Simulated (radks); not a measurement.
Task: Species: K-. Configuration: [Ar] 4s2. All-electron calculation, non-relativistic Kohn-Sham, LDA (Slater exchange, Perdew-Wang correlation), spin-unpolarised, spherical densities, point nucleus; Watson sphere of charge +1.19 and radius 2.42 bohr. Program: a radial shooting solver on a logarithmic mesh with Libxc functionals. Some entries of the table are withheld. Estimate them.

orbital,occ.,eigenvalue (eV),<r> (bohr)
1s,2,(1),0.08174
2s,2,(2),0.3915
2p,6,-283.7264,0.3521
3s,2,-39.2561,1.281
3p,6,-23.2996,1.440
4s,2,-4.8203,4.017

Result: 
(1) 1s eigenvalue (eV): -3498.103
(2) 2s eigenvalue (eV): -353.2705
